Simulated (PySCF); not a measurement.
**Cadmium: a sound run and one with changed settings**

Sound run: Cd⁺ [Kr] 4d10 5s1, Cd²⁺ [Kr] 4d10. All numbers are calculated (PySCF 2.14, scalar relativity through the core potential, in def2-SVP with the def2 core potential (28 electrons) (5s3p2d1f, 31 functions)). The sound run starts from symmetry-adapted Hartree-Fock orbitals and uses a fine grid where one is needed.

Changed run: initial guess minao, at most 5 SCF cycles. This setting is unsound on purpose.

```tsv
species	method	sound run (hartree)	changed run (hartree)	converged
Cd⁺	UHF	-166.57699	-166.57699	no
Cd⁺	BP86	-167.51480	-167.51480	no
Cd⁺	PBE	-167.41252	-167.41252	no
Cd²⁺	UHF	-166.00413	-166.00413	no
Cd²⁺	BP86	-166.86871	-166.86871	no
Cd²⁺	PBE	-166.77167	-166.77167	no
```

The SCF was stopped early; the energies are upper bounds that still move, and correlated levels were skipped or rest on poor orbitals.
